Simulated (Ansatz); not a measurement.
```yaml
crystal:
  periodic: [false, false, false]
  atoms:
    - {symbol: C, position_ang: [0.655273, -0.363686, -1.433625]}
    - {symbol: C, position_ang: [0.431112, -0.361412, 0.075715]}
    - {symbol: C, position_ang: [1.760539, -0.626056, 0.782098]}
    - {symbol: C, position_ang: [-0.565391, -1.452732, 0.455657]}
    - {symbol: C, position_ang: [-0.067822, 1.012400, 0.545228]}
    - {symbol: Ge, position_ang: [-1.740546, 1.652715, -0.164205]}
    - {symbol: F, position_ang: [-3.113935, 0.682872, 0.187101]}
    - {symbol: F, position_ang: [-1.791344, 1.861893, -1.868285]}
    - {symbol: F, position_ang: [-2.123234, 3.199138, 0.476653]}
    - {symbol: H, position_ang: [1.358407, 0.419205, -1.730636]}
    - {symbol: H, position_ang: [-0.273637, -0.203539, -1.986676]}
    - {symbol: H, position_ang: [1.069287, -1.323413, -1.751804]}
    - {symbol: H, position_ang: [1.636774, -0.633865, 1.868328]}
    - {symbol: H, position_ang: [2.164420, -1.596616, 0.483334]}
    - {symbol: H, position_ang: [2.501234, 0.137692, 0.530440]}
    - {symbol: H, position_ang: [-0.175104, -2.433894, 0.175097]}
    - {symbol: H, position_ang: [-0.750920, -1.461836, 1.533163]}
    - {symbol: H, position_ang: [-1.527489, -1.322727, -0.046219]}
    - {symbol: H, position_ang: [-0.198226, 1.028619, 1.632111]}
    - {symbol: H, position_ang: [0.659002, 1.794343, 0.302626]}
basis:
  gaussian: {orbitals: aug-pcseg-2}
hamiltonian: {xc: {name: B2PLYP}}
output: {forces: true}
```

```sh
$ ansatz run in.yaml --threads 4 --pin off --events-out ev --progress --plain --max-ram 46080MiB --backend cuda --devices 0, --max-vram 37GiB
```

It prints (some lines left out):

```
Functional definition: B2PLYP
4077 factors; integrals over basis functions are off by at most 1.2e-3 eV
mean field evaluation 1: about -69993.8369 eV, gradient 8.4e1 eV
mean field evaluation 2: about -69993.9686 eV, gradient 8.4e1 eV
mean field evaluation 4: about -70007.9233 eV, gradient 7.7e0 eV
mean field evaluation 8: about -70008.0325 eV, gradient 2.1e-1 eV
mean field evaluation 16: about -70008.0326 eV, gradient 5.5e-5 eV
mean field -70008.03256106 eV, -2572.7477434702 hartree, gradient 8.4e-6 eV, S^2 0.000000; 0 other end points of the search recorded, 0 dependent functions left out
17 core orbitals not correlated: weight in the atoms' cores, before any rotation towards them, 1.000 or more for the frozen orbitals, at most 0.000 for the correlated occupied ones
reference -70008.03282095 eV, -2572.7477530210 hartree; 33, 33 occupied and 630, 630 virtual orbitals, 4077 factors
second order -59.68182506 eV of doubles, -0.00000000 eV of singles
Total energy: -70024.14691372 eV, -2573.3399350076 hartree
Atom 0 at     0.655273    -0.363686    -1.433625 Å, force     0.040318    -0.010655    -0.272170 eV/Å
Atom 1 at     0.431112    -0.361412     0.075715 Å, force     0.011642     0.006393     0.011221 eV/Å
Atom 2 at     1.760539    -0.626056     0.782098 Å, force     0.239866    -0.060816     0.119933 eV/Å
Atom 3 at    -0.565391    -1.452732     0.455657 Å, force    -0.175321    -0.203072     0.061698 eV/Å
Atom 4 at    -0.067822     1.012400     0.545228 Å, force     0.057633     0.185782     0.144159 eV/Å
Atom 5 at    -1.740546     1.652715    -0.164205 Å, force     0.070643    -0.015911     0.036417 eV/Å
Atom 6 at    -3.113935     0.682872     0.187101 Å, force    -0.115280    -0.072342     0.025678 eV/Å
Atom 7 at    -1.791344     1.861893    -1.868285 Å, force    -0.010963     0.020628    -0.136489 eV/Å
Atom 8 at    -2.123234     3.199138     0.476653 Å, force    -0.043531     0.143265     0.054075 eV/Å
Atom 9 at     1.358407     0.419205    -1.730636 Å, force    -0.069264    -0.078680     0.025792 eV/Å
Atom 10 at    -0.273637    -0.203539    -1.986676 Å, force     0.102587    -0.022557     0.054359 eV/Å
Atom 11 at     1.069287    -1.323413    -1.751804 Å, force    -0.039990     0.096501     0.025837 eV/Å
Atom 12 at     1.636774    -0.633865     1.868328 Å, force     0.017323     0.000182    -0.109041 eV/Å
Atom 13 at     2.164420    -1.596616     0.483334 Å, force    -0.033367     0.097967     0.034947 eV/Å
Atom 14 at     2.501234     0.137692     0.530440 Å, force    -0.071521    -0.079095     0.028492 eV/Å
Atom 15 at    -0.175104    -2.433894     0.175097 Å, force    -0.042964     0.093875     0.030244 eV/Å
Atom 16 at    -0.750920    -1.461836     1.533163 Å, force     0.016414    -0.002386    -0.106671 eV/Å
Atom 17 at    -1.527489    -1.322727    -0.046219 Å, force     0.103303    -0.021778     0.053131 eV/Å
Atom 18 at    -0.198226     1.028619     1.632111 Å, force     0.015443     0.000824    -0.109411 eV/Å
Atom 19 at     0.659002     1.794343     0.302626 Å, force    -0.072969    -0.078126     0.027800 eV/Å
Dipole moment:     0.745358    -0.416248     0.240721 e Å
```

Hardware: 4 threads of an AMD EPYC 7R13 on a shared host and a share of an NVIDIA H100 80 GB. Wall time 14 s, peak host memory 9.1 GiB.
